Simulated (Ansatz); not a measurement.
`N#[C][Ge]([Cl])([Cl])[Cl]`. Charge 0, multiplicity 1.

```xyz
6

N     1.941   -1.633    0.393
C     1.071   -0.901    0.217
Ge   -0.372    0.313   -0.076
Cl   -1.322    0.684    1.772
Cl   -1.726   -0.568   -1.434
Cl    0.408    2.105   -0.873
```

(1) What are the harmonic wavenumbers in cm⁻¹ at PBE0-D4/def2-TZVP (Ansatz, finite differences of forces, unscaled)? (An estimate is asked.)

(2) Is this a minimum?

(3) Give the ideal-gas thermochemistry at 298.15 K and 1 bar (rigid rotor, harmonic oscillator; point group C3v, symmetry number 3).

(4) And at 400, 500, 600, 800 and 1000 K?

Answers

(1) The calculation gave: 95, 96, 146, 146, 169, 341, 341, 412, 472, 472, 510, 2342.

(2) Yes, all 12 modes are real.

(3) Zero-point energy 33.2 kJ/mol; H(298) − E = 56.6 kJ/mol; entropy 375.7 J/(mol·K), of which translation 175.2, rotation 115.1, vibration 85.4; G(298) − E = -55.4 kJ/mol. Modes under 100 cm⁻¹ are hindered rotations or soft bends, so the harmonic entropy is rough.

(4) 
```csv
T (K),H − E (kJ/mol),S (J/mol/K),G − E (kJ/mol)
400,68.0,408.7,-95.4
500,79.7,434.8,-137.7
600,91.8,456.7,-182.3
800,116.3,492.0,-277.3
1000,141.4,520.0,-378.6
```
